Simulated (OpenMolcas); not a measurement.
# Kr+: effect of the level shift or regulariser

```json
{"Program": "OpenMolcas", "Basis": "ANO-RCC-VQZP [7s6p4d2f1g]", "Scalar Hamiltonian": "DKH2, point nucleus", "Active space": "7 electrons in 9 orbitals (RAS2 4s 4p; RAS3 4d, at most 2 electrons)", "State averaging": "2S+1 = 2 odd, 3 roots; 2S+1 = 2 even, 1 root", "Spin-orbit coupling": "RASSI with atomic mean-field integrals over the reference wave functions, term energies averaged over their components"}
```

Methods on the same reference wave functions:
A. RASSCF
B. SS-RASPT2, IPEA 0.25 Eh, imaginary shift 0.1 Eh (closed shells correlated: 3d)
C. SS-RASPT2, IPEA 0.25 Eh, real shift 0.2 Eh (closed shells correlated: 3d)

Energies in cm-1 above 4s2 4p5 2P* 3/2, the measured ground level; measured values from NIST Handbook of Basic Atomic Spectroscopic Data.

| Level | A | B | C | Measured |
| --- | --- | --- | --- | --- |
| 4s2 4p5 2P* 3/2 | 0.0 | 0.0 | 0.0 | 0.0 |
| 4s2 4p5 2P* 1/2 | 4857 | 4857 | 4857 | 5370 |
| 4s 4p6 2S 1/2 | 112114 | 111844 | 111870 | 109000 |

Deviations, from unrounded energies. A percentage is the sum of absolute deviations over the sum of measured energies, with the sign that they share, or ± where signs differ.

| Against measurement | Levels | A | B | C |
| --- | --- | --- | --- | --- |
| mean absolute deviation (cm-1) | 2 | 1800 | 1700 | 1700 |
| fine structure of the ground term (%) | 1 | -9.5 | -9.5 | -9.5 |
| other configurations (%) | 1 | +2.9 | +2.6 | +2.6 |

B, C lie about equally close to measurement and A furthest from it. The largest miss of B in the table is 4s 4p6 2S 1/2, by +2800 cm-1. The ranking rests on the paired levels alone, and a cruder setting can come out closer through cancelling errors.

Between B and C the level of the table that moves most is 4s 4p6 2S 1/2, by 26 cm-1 (lowest in B, highest in C).

The lowest spin-free term lies below A's lowest term by 0.189 hartree in B, 0.189 hartree in C.

Configurations are named by rounded mean occupations; where the s occupation lies near a half they are strongly mixed, a name can repeat and a true partner stay unpaired. Some terms take much of their weight from 4d, a shell meant for correlation, so their names are nominal. Some terms mix strongly with configurations of 4d, whose occupation reaches 0.35 (4s 4p6 2S). Without dynamic correlation excited terms often stand tens of per cent too high (terms of higher spin than the ground term too low), and those without a measured partner can miss by more than the paired ones (holds for A). Measured partners are found by configuration, term and J. A level has none where our copy of the source lacks it or the pairing is in doubt (some pairs that miss far off the trend of their configuration count as doubtful), and it then counts in no deviation. Levels of configurations outside the active space are missing.

* marks odd parity.
